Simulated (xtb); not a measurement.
C2H2F3O (SMILES O[CH]C(F)(F)F), doublet, at a GFN2-xTB geometry. Base run: GFN0-xTB (xtb 6.7.1).

The xtb input:
```
$ xtb mol.xyz --gfn 0 --uhf 1 --json

# file mol.xyz
8

O     -2.00932597    -0.50814145     0.19200975
C     -0.86567464    -0.59712044    -0.51356741
C      0.37195730     0.06856879    -0.06899920
F      0.25774762     0.51882341     1.19521870
F      1.45011722    -0.73759296    -0.10871849
F      0.71770819     1.14716381    -0.82000509
H     -1.86542218    -0.05361793     1.03625523
H     -0.92782338    -1.06548872    -1.47538970
```

Each row names what was changed in the base input (with any setting that the change needs).

```json
[
 {"change": "base", "ΔE vs base (kJ/mol)": "0.00"},
 {"change": "file = coord", "ΔE vs base (kJ/mol)": "0.00"},
 {"change": "acc = 30", "ΔE vs base (kJ/mol)": "0.00"},
 {"change": "etemp = 10", "ΔE vs base (kJ/mol)": "0.00"},
 {"change": "acc = 0.0001", "ΔE vs base (kJ/mol)": "0.00"},
 {"change": "etemp = 1000", "ΔE vs base (kJ/mol)": "0.00"}
]
```
